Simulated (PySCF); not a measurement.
**Correlation energy of Pd³⁺ (palladium, charge +3)**

[Kr] 4d7, high-spin 4F determinant. Computed with PySCF 2.14 in x2c-QZVPPall with one added diffuse shell each of s, p, d, f, g type (14s9p8d5f3g, 143 functions), with the spin-free X2C one-electron Hamiltonian (Gaussian nucleus). Frozen: [Ar] 3d10; 15 electrons correlated.

MP2 pair energies summed by pair of shells (mhartree):

```
 pair   energy  share (%)
4p-4d  -181.56       38.8
4d-4d  -160.23       34.3
4p-4p   -59.39       12.7
4s-4d   -31.58        6.8
4s-4p   -30.21        6.5
4s-4s    -4.84        1.0
```

Total MP2 correlation energy: -467.81 mhartree.

Same-spin part -144.19 and opposite-spin part -323.61 mhartree; SCS-MP2 scales them by 1/3 and 6/5 to -436.40 mhartree.

This basis was not built for core-valence correlation, so the inner-shell part is incomplete.
